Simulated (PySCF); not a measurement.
**Low-lying terms of Al+ (aluminium, charge +1)**

Ground state [Ne] 3s2, ¹S. All numbers are calculated (PySCF 2.14, scalar relativity by spin-free X2C-1e, in x2c-TZVPall with one added diffuse shell each of s, p type (6s6p2d1f, 41 functions)). Vertical excitation energies in eV without spin-orbit coupling; excited terms of each kind are numbered among those the solver found. Frozen: [He] 2s2.

```csv
term,leading excitation,EOM-EE-CCSD,measured centre of gravity (NIST)
1 3P°,3s → p,4.619,4.651 (3s3p)
1 1P°,3s → p,7.500,7.421 (3s3p)
1 3S,3s → s,11.255,11.317 (3s4s)
1 1S,3s → s,11.768,11.822 (3s4s)
1 3D,3s → d,12.358,11.847 (3s3d)
2 3P°,3s → p,13.128,n/a
2 1P°,3s → p,13.328,n/a
1 1D,3s → d,15.072,n/a
2 3S,3s → s,16.148,n/a
2 1S,3s → s,16.848,n/a
```

Only the lower part of the computed list is shown. Doubly excited terms such as np² are absent. The solver can miss terms. Rydberg members are limited by the diffuse functions of the basis.
